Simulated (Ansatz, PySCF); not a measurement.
C2H6ClGa, charge +1, doublet, at a GFN2-xTB geometry (such geometries of metal compounds can be far from the true shape) (a state made from the parent by changing its charge; the spin is typed, not shown lowest). Base run: BHANDHLYP/def2-SVP (PySCF).

Geometry (Å):
```xyz
10

Ga    -0.1132     0.0447    -0.0825
C     -1.9217    -0.9829    -0.5550
H     -1.8573    -1.2425    -1.6133
H     -2.7432    -0.2965    -0.3440
H     -1.9135    -1.8586     0.0968
C     -0.3759     1.8902    -1.1193
H     -0.6673     1.6433    -2.1414
H      0.5987     2.3778    -1.0550
H     -1.1568     2.4327    -0.5832
Cl     1.4726    -0.5815     1.0731
```
Charge +1, spin multiplicity 2.
Orbitals are unrestricted.
All else is at PySCF's defaults.

The same geometry, method and basis name were run in Ansatz (a first-principles code) and PySCF, at each program's defaults and at the settings that a row names. The base is PySCF at its defaults. Differences at the defaults can come from grids, fitting, cores and function types together.

```json
[
 {"code and settings": "PySCF, defaults (exact integrals, its default grid, spherical functions)", "ΔE vs base (mEh)": "0.000", "basis functions": "108", "E (Eh)": "-2464.06757", "SCF cycles": "11"},
 {"code and settings": "Ansatz, defaults (factorised integrals, its default grid, spherical functions)", "ΔE vs base (mEh)": "0.004", "basis functions": "108", "E (Eh)": "-2464.06757", "SCF cycles": "-"},
 {"code and settings": "PySCF, density fitting with def2-universal-jkfit", "ΔE vs base (mEh)": "0.019", "basis functions": "108", "E (Eh)": "-2464.06755", "SCF cycles": "11"},
 {"code and settings": "PySCF, fine grid", "ΔE vs base (mEh)": "0.000", "basis functions": "108", "E (Eh)": "-2464.06757", "SCF cycles": "11"},
 {"code and settings": "Ansatz, high accuracy", "ΔE vs base (mEh)": "0.000", "basis functions": "108", "E (Eh)": "-2464.06757", "SCF cycles": "-"}
]
```

Open shells are given as the SCF converged; they aren't shown to be the lowest states, and a large step between rows can be another state.
